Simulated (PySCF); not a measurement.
How methods differ on the excitation energy of Mg

Mg [Ne] 3s2 (1S) → Mg [Ne] 3s1 4s1 (3S), as a difference of total energies. Calculation: PySCF 2.14, in aug-cc-pCVTZ-DK (8s7p5d3f, 75 functions); the spin-free X2C one-electron Hamiltonian (Gaussian nucleus). Correlated levels: nothing frozen. The calculations carry no spin-orbit coupling.

```
                 method  excitation energy (eV)  error (eV)
                    UHF                   4.217      -0.891
    MP2 (all electrons)                   4.909      -0.199
SCS-MP2 (all electrons)                   5.052      -0.056
   CCSD (all electrons)                   5.053      -0.055
CCSD(T) (all electrons)                   5.082      -0.026
```

Reference: 5.108 eV (measured; NIST levels).

Errors of the correlated levels include the incompleteness of this basis.
